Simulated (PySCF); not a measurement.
**Computed properties of PbCl2, SMILES [Cl][Pb][Cl]**

PbCl2, SMILES [Cl][Pb][Cl] (connectivity only; charge and spin as stated), neutral, multiplicity 1. Geometry: B3LYP-D3(BJ)/def2-TZVP. The isomer is the one that the SMILES or the coordinates give; other isomers of the formula were not compared. The def2 effective core potentials stand for the cores of Pb; spin–orbit coupling is left out. One conformer was computed; it need not be the lowest. All values are computed for the isolated molecule unless a solvent is named; none is compared with measurement here.

**Structure.** The optimised structure has C2v symmetry. All 3 harmonic modes at B3LYP-D3(BJ)/def2-TZVP (PySCF) are real, so it is a minimum. With heavy atoms numbered as in [Pb:1]([Cl:2])[Cl:3], the shortest bond between them is Pb1–Cl3 at 2.483 Å and the longest Pb1–Cl2 at 2.483 Å.

**Vibrations.** The strongest infrared lines (harmonic, unscaled, degenerate partners summed) lie at 296 cm⁻¹ (84 km/mol, Cl 83 %, Pb 17 %), 314 cm⁻¹ (36 km/mol, Cl 86 %, Pb 14 %), 96 cm⁻¹ (3 km/mol, Cl 88 %, Pb 12 %). The softest mode is at 96 cm⁻¹ and the zero-point energy is 1.0 kcal/mol.

**Electronic structure.** CAM-B3LYP/def2-TZVPD (PySCF) places the frontier levels at -9.52 and -2.43 eV, a gap of 7.09 eV, and gives a dipole moment of 4.80 D and a mean polarisability of 72.4 bohr³. PBE/def2-TZVPD (PySCF) at the same geometry gives -7.12 and -3.89 eV, so its gap is 3.86 eV narrower. An orbital gap is neither the optical nor the fundamental gap.

**Excitations.** TDDFT-CAM-B3LYP/def2-SVPD (PySCF) has S1 at 3.91 eV (317 nm, f = 0.013, weak); the most intense of the 10 singlets computed lies at 6.06 eV (f = 0.14). T1 (TDA) is at 3.35 eV. TDDFT-PBE/def2-SVPD (PySCF) puts S1 at 3.33 eV. No vertical singlet excitation falls in the visible range (under 3.1 eV).
